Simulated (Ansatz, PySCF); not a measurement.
Barrier from R1 to the saddle point P1, each structure at its B3LYP-D3(BJ)/def2-TZVP stationary point, reached from a drawn start; harmonic modes at that level show the others as minima.
R1, F3Si (SMILES F[Si](F)F) (charge 0, multiplicity 2):
```json
[
 {"atom": "Si", "x (Å)": "0.0000", "y (Å)": "0.0000", "z (Å)": "0.4265"},
 {"atom": "F", "x (Å)": "1.4830", "y (Å)": "0.0000", "z (Å)": "-0.1422"},
 {"atom": "F", "x (Å)": "-0.7415", "y (Å)": "1.2843", "z (Å)": "-0.1422"},
 {"atom": "F", "x (Å)": "-0.7415", "y (Å)": "-1.2843", "z (Å)": "-0.1422"}
]
```
P1, F3Si, a first-order saddle point (one imaginary mode, 700i cm⁻¹) (charge 0, multiplicity 2, Z-matrix in Å and degrees):
```
Si
F 1 1.6054
F 1 1.6054 2 120.00
F 1 1.6054 2 120.00 3 180.00
```

| level | barrier height (kJ/mol) | minus CCSD(T)/CBS(cc-pV(T+d)Z, cc-pV(Q+d)Z) | cost |
|---|---|---|---|
| HF/cc-pV(D+d)Z | 220.4 | 58.8 | - |
| HF/cc-pV(T+d)Z | 228.7 | 67.1 | - |
| HF/cc-pV(Q+d)Z | 228.7 | 67.1 | - |
| SVWN5/def2-TZVPP | 117.7 | -44.0 | ×0.6 |
| PBE/def2-TZVPP | 118.8 | -42.8 | ×1 |
| PBE-D3(BJ)/def2-TZVPP | 118.9 | -42.7 | ×1 |
| BLYP/def2-TZVPP | 115.5 | -46.1 | ×1 |
| BLYP-D3(BJ)/def2-TZVPP | 115.8 | -45.8 | ×1 |
| revPBE/def2-TZVPP | 120.0 | -41.6 | ×1 |
| revPBE-D3(BJ)/def2-TZVPP | 120.5 | -41.1 | ×1 |
| revPBE-D4/def2-TZVPP | 121.1 | -40.5 | ×1 |
| r2SCAN/def2-TZVPP | 146.8 | -14.9 | ×2 |
| r2SCAN-D3(BJ)/def2-TZVPP | 146.8 | -14.9 | ×2 |
| r2SCAN-D4/def2-TZVPP | 146.8 | -14.9 | ×2 |
| B97M-V/def2-TZVPP | 137.7 | -23.9 | ×3 |
| B3LYP-D3(BJ)/def2-TZVPP | 137.0 | -24.6 | ×1 |
| B3LYP-D4/def2-TZVPP | 137.0 | -24.6 | ×1 |
| PBE0/def2-TZVPP | 145.3 | -16.4 | ×1 |
| PBE0-D3(BJ)/def2-TZVPP | 145.3 | -16.3 | ×1 |
| PBE0-D4/def2-TZVPP | 145.4 | -16.3 | ×1 |
| BHLYP/def2-TZVPP | 167.0 | 5.3 | ×1 |
| BHLYP-D3(BJ)/def2-TZVPP | 167.1 | 5.5 | ×1 |
| BHLYP-D4/def2-TZVPP | 167.1 | 5.4 | ×1 |
| M06-2X/def2-TZVPP | 154.9 | -6.7 | - |
| CAM-B3LYP/def2-TZVPP | 146.7 | -14.9 | ×2 |
| CAM-B3LYP-D3(BJ)/def2-TZVPP | 146.7 | -14.9 | ×2 |
| wB97X-V/def2-TZVPP | 151.6 | -10.0 | ×3 |
| wB97M-V/def2-TZVPP | 133.8 | -27.8 | ×3 |
| B2PLYP/def2-TZVPP | 148.3 | -13.3 | ×2 |
| B2PLYP-D3(BJ)/def2-TZVPP | 148.4 | -13.3 | ×2 |
| MP2/cc-pV(D+d)Z | 163.1 | 1.4 | - |
| MP2/cc-pV(Q+d)Z | 161.1 | -0.5 | - |
| MP2/CBS(cc-pV(T+d)Z, cc-pV(Q+d)Z) | 159.2 | -2.5 | - |
| SCS-MP2/cc-pV(T+d)Z | 171.8 | 10.1 | - |
| SCS-MP2/cc-pV(Q+d)Z | 169.7 | 8.1 | - |
| CCSD/cc-pV(D+d)Z | 169.0 | 7.4 | - |
| CCSD/cc-pV(T+d)Z | 173.4 | 11.8 | - |
| CCSD/cc-pV(Q+d)Z | 172.8 | 11.2 | - |
| CCSD(T)/cc-pV(T+d)Z | 163.9 | 2.3 | ×20 |
| CCSD(T)/CBS(cc-pV(T+d)Z, cc-pV(Q+d)Z) | 161.6 | 0.0 | ×100* |

 The comparison column counts from a level with limits of its own.

P less R. No zero-point or thermal terms; open shells are unrestricted. No path was followed down from the saddle.

Correlated levels freeze the cores. CBS: X⁻³ extrapolation of the correlation energy, Hartree–Fock from the larger set.

Run with Ansatz (Gaussian basis) for Hartree–Fock, density functionals and correlated methods; PySCF for M06-2X and the D3/D4 terms. No computed number here is a measurement.

Costs are rough ratios of core time to PBE/def2-TZVPP (about 7 s over the structures, on one shared machine); a dash marks a level with no comparable run of its own. A star marks coupled-cluster runs past 200 virtual orbitals, where the program's memory plan changes under this machine's limit, so their costs aren't comparable with smaller runs.

Ansatz is a quantum-chemistry and plane-wave program.
